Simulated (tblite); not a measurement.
Parent: `[F:1][C:2]([F:3])=[C:4]([F:5])[CH2:6][SiH3:7]` with C2–C4–C6–Si7 108°, C3H5F3Si.

Structures optimised with GFN2-xTB, isolated species. One conformer each, not checked by frequencies here.

```csv
coordinate of the parent,value
F1–C2,1.335 Å
C2–F3,1.329 Å
C2=C4,1.327 Å
C4–F5,1.351 Å
C4–C6,1.477 Å
C6–Si7,1.926 Å
F1–C2–F3,110.7°
F1–C2–C4,122.7°
F3–C2–C4,126.6°
C2–C4–F5,118.0°
C2–C4–C6,126.5°
F5–C4–C6,115.5°
C4–C6–Si7,110.9°
```

Question: How does the shared frame change in `[OH:1][SiH2:2][CH2:3][C:4]([F:5])=[C:6]([F:7])[F:8]` with H–O1–Si2–C3 -42°, O1–Si2–C3–C4 64°, Si2–C3–C4–F5 -65°, C3H5F3OSi? Atoms pair as F1 = F7, C2 = C6, F3 = F8, C4 = C4, F5 = F5, C6 = C3, Si7 = Si2 (parent first).

Answer: 
| parent | relative | value in the relative | change |
| --- | --- | --- | --- |
| F1–C2 | F7–C6 | 1.333 Å | -0.002 |
| C2–F3 | C6–F8 | 1.330 Å | +0.001 |
| C2=C4 | C6=C4 | 1.327 Å | 0.000 |
| C4–F5 | C4–F5 | 1.357 Å | +0.006 |
| C4–C6 | C4–C3 | 1.475 Å | -0.002 |
| C6–Si7 | C3–Si2 | 1.931 Å | +0.005 |
| F1–C2–F3 | F7–C6–F8 | 110.7° | 0.0 |
| F1–C2–C4 | F7–C6–C4 | 122.9° | +0.2 |
| F3–C2–C4 | F8–C6–C4 | 126.4° | -0.2 |
| C2–C4–F5 | C6–C4–F5 | 117.7° | -0.3 |
| C2–C4–C6 | C6–C4–C3 | 127.0° | +0.5 |
| F5–C4–C6 | F5–C4–C3 | 115.3° | -0.2 |
| C4–C6–Si7 | C4–C3–Si2 | 110.7° | -0.2 |

Of the parent's bonds, C4–F5 and C6–Si7 change most and about equally (+0.005 to +0.006 Å). Bonds of the relative outside the shared frame: O1–Si2 1.615 Å. Point group C1 → C1.

All values are computed, not measured.
